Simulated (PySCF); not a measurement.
C4H6F2, SMILES F[C@H]1CC[C@@H]1F.

The structure is a stationary point at PBE0-D3(BJ)/def2-SVP. The structure was generated by enumeration; whether it is a known compound was not checked.

Level of theory: SMD-M06-2X/6-31G* in PySCF.

Solvation free energies are E(SMD) − E(gas) at the gas-phase geometry, for 1 M in both phases. In vacuum the dipole moment is 2.09 D.

Task: Estimate the solvation free energies in water, chlorobenzene, dimethylsulfoxide. (The exact figures need the calculation; the answer reports its results.)

Result: 
| solvent | ΔG(solv) (kcal/mol) | its non-electrostatic (CDS) part | dipole (D) |
|---|---|---|---|
| water | -1.2 | 3.3 | 2.54 |
| chlorobenzene | -4.8 | -1.3 | 2.44 |
| dimethylsulfoxide | -4.0 | 0.5 | 2.53 |
